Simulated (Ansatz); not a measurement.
Born–Oppenheimer molecular dynamics of BClF2H2O (7 atoms, charge 0, multiplicity 1). It starts at the highest image of a converged band, a first-order saddle point between two minima.

Method: RHF/def2-SVP in Ansatz 0.2.0.

```yaml
ensemble: NVE (velocity Verlet)
time_step: 0.5 fs
steps_asked: 200
starting_velocities_drawn_for: 300 K
seed: 10838
```

Frames 5 fs apart, positions in Å, forces in eV/Å.

Velocities at 40 fs (Å/ps):

```
B 3.72 -3.25 1.02
O 2.37 -23.10 -1.75
H 24.96 -3.71 14.13
F -1.86 -5.60 4.72
F -1.63 -0.59 -2.95
Cl -1.09 13.76 0.82
H 1.54 38.03 -59.45
```

```xyz
7
Properties=species:S:1:pos:R:3:forces:R:3 time_fs=40 energy_less_start_eV=-0.992 T=1836
B -0.018 -0.273 0.227 1.95 -0.12 -1.93
O 0.058 -0.536 1.517 -0.74 0.31 0.56
H -0.694 -0.213 1.994 0.05 -0.33 0.14
F 1.120 -0.268 -0.481 -0.90 -0.18 0.62
F -1.096 -0.048 -0.489 -0.29 0.00 0.62
Cl -0.023 2.655 0.624 0.94 3.06 2.41
H 0.371 3.665 1.557 -0.99 -2.74 -2.43
7
Properties=species:S:1:pos:R:3:forces:R:3 time_fs=45 energy_less_start_eV=-1.027 T=1894
B 0.012 -0.292 0.214 -1.25 -0.63 -0.09
O 0.066 -0.648 1.510 -0.50 0.80 -0.25
H -0.585 -0.266 2.083 -0.06 -0.35 -0.20
F 1.109 -0.296 -0.456 1.00 0.02 -0.70
F -1.103 -0.051 -0.498 0.86 -0.03 1.24
Cl -0.027 2.729 0.632 -1.82 -4.36 -2.44
H 0.332 3.710 1.137 1.76 4.56 2.44
7
Properties=species:S:1:pos:R:3:forces:R:3 time_fs=50 energy_less_start_eV=-0.860 T=1633
B 0.018 -0.325 0.199 -2.29 -0.94 1.57
O 0.067 -0.750 1.499 -0.04 0.80 -1.22
H -0.511 -0.389 2.146 -0.46 -0.06 -0.09
F 1.109 -0.325 -0.439 1.91 0.11 -1.41
F -1.101 -0.054 -0.492 0.92 -0.04 1.13
Cl -0.036 2.794 0.633 1.17 3.69 0.76
H 0.443 4.111 0.927 -1.22 -3.55 -0.75
7
Properties=species:S:1:pos:R:3:forces:R:3 time_fs=55 energy_less_start_eV=-1.097 T=1998
B -0.018 -0.378 0.212 1.20 -0.72 0.02
O 0.066 -0.839 1.474 -0.42 0.66 -0.11
H -0.517 -0.547 2.158 -0.25 -0.19 -0.36
F 1.129 -0.352 -0.437 -0.35 0.07 -0.19
F -1.088 -0.058 -0.472 -0.15 0.08 0.62
Cl -0.041 2.875 0.638 -1.70 -4.07 0.09
H 0.378 3.975 0.618 1.66 4.16 -0.07
7
Properties=species:S:1:pos:R:3:forces:R:3 time_fs=60 energy_less_start_eV=-1.045 T=1917
B -0.031 -0.446 0.226 2.68 0.21 -1.73
O 0.060 -0.919 1.446 -0.45 0.00 1.20
H -0.597 -0.744 2.103 -0.18 -0.16 -0.32
F 1.146 -0.379 -0.439 -1.41 -0.13 0.46
F -1.076 -0.061 -0.445 -0.62 0.02 0.35
Cl -0.050 2.947 0.643 1.21 3.16 -0.86
H 0.471 4.200 0.269 -1.23 -3.10 0.90
7
Properties=species:S:1:pos:R:3:forces:R:3 time_fs=65 energy_less_start_eV=-1.435 T=2513
B 0.008 -0.509 0.206 0.37 0.70 -0.59
O 0.047 -0.999 1.433 -0.20 -0.19 0.52
H -0.722 -0.973 1.980 -0.13 -0.01 -0.22
F 1.148 -0.407 -0.436 -0.17 -0.16 -0.16
F -1.071 -0.064 -0.412 0.14 -0.38 0.42
Cl -0.054 3.030 0.645 -0.64 -1.22 0.81
H 0.405 4.022 0.075 0.63 1.25 -0.77
7
Properties=species:S:1:pos:R:3:forces:R:3 time_fs=70 energy_less_start_eV=-1.313 T=2329
B 0.053 -0.559 0.176 -2.62 0.42 2.08
O 0.029 -1.080 1.429 -0.55 -0.04 -0.85
H -0.846 -1.205 1.787 0.49 0.19 -0.17
F 1.149 -0.436 -0.436 1.92 0.07 -1.30
F -1.064 -0.072 -0.374 0.75 -0.64 0.21
Cl -0.061 3.111 0.651 0.88 1.63 -1.65
H 0.425 3.974 -0.278 -0.88 -1.62 1.68
7
Properties=species:S:1:pos:R:3:forces:R:3 time_fs=75 energy_less_start_eV=-1.415 T=2483
B 0.052 -0.599 0.186 -0.41 0.53 1.17
O 0.005 -1.163 1.412 -0.32 -0.19 -1.18
H -0.897 -1.403 1.576 0.11 0.09 0.56
F 1.170 -0.466 -0.450 0.40 -0.03 -0.35
F -1.049 -0.087 -0.334 0.22 -0.39 -0.23
Cl -0.066 3.194 0.652 0.37 0.54 -0.87
H 0.365 3.802 -0.420 -0.36 -0.56 0.90
7
Properties=species:S:1:pos:R:3:forces:R:3 time_fs=80 energy_less_start_eV=-1.370 T=2413
B 0.041 -0.626 0.219 2.07 0.66 -1.08
O -0.024 -1.249 1.380 0.03 -0.79 0.06
H -0.907 -1.573 1.486 -0.03 0.10 0.62
F 1.196 -0.495 -0.468 -1.51 -0.14 1.04
F -1.032 -0.107 -0.296 -0.57 0.21 -0.67
Cl -0.070 3.280 0.653 0.17 0.11 -0.55
H 0.278 3.536 -0.562 -0.16 -0.15 0.57
7
Properties=species:S:1:pos:R:3:forces:R:3 time_fs=85 energy_less_start_eV=-1.218 T=2184
B 0.069 -0.641 0.232 0.58 -0.30 -0.92
O -0.052 -1.347 1.347 0.82 -0.69 0.35
H -0.910 -1.710 1.529 0.13 0.46 0.02
F 1.205 -0.526 -0.474 -1.28 0.02 1.25
F -1.020 -0.125 -0.267 -0.26 0.56 -0.70
Cl -0.075 3.365 0.653 0.60 -0.10 -2.76
H 0.210 3.335 -0.691 -0.59 0.04 2.77
7
Properties=species:S:1:pos:R:3:forces:R:3 time_fs=90 energy_less_start_eV=-1.272 T=2263
B 0.106 -0.663 0.229 -2.34 -1.54 0.71
O -0.067 -1.453 1.318 1.91 0.32 -0.58
H -0.917 -1.753 1.590 -0.26 0.46 -0.23
F 1.199 -0.557 -0.465 0.21 0.22 0.52
F -1.012 -0.136 -0.246 0.48 0.59 -0.42
Cl -0.076 3.450 0.645 -0.23 0.64 2.16
H 0.055 3.078 -0.507 0.23 -0.70 -2.17
7
Properties=species:S:1:pos:R:3:forces:R:3 time_fs=95 energy_less_start_eV=-1.134 T=2056
B 0.099 -0.717 0.236 -1.68 -1.24 0.26
O -0.057 -1.556 1.282 0.78 0.43 -0.39
H -0.945 -1.683 1.593 0.25 0.26 -0.18
F 1.195 -0.585 -0.449 0.29 0.15 0.42
F -0.998 -0.139 -0.231 0.37 0.46 -0.09
Cl -0.080 3.536 0.644 0.08 -1.95 -3.14
H -0.055 2.802 -0.574 -0.09 1.89 3.13
```

Of the whole run (100 fs, mean temperature of the second half 2168 K): The conserved energy stayed within 0.72 meV per atom of its start (net change 0.32 meV per atom), so the integration is sound. The kinetic energy rose, since the run started high on the potential surface and went downhill. It ends in pieces (BF2HO + ClH), so much of that is their flight and rotation, not heat. A run of 0.1 ps of so small a system gives no equilibrium averages. The orbitals stay closed-shell, which can raise the energy where a bond breaks towards radicals; this wasn't checked here.

Run time: 3.4 min on 1 thread of Arm Neoverse V2, on a shared host, peak memory 0.14 GiB.
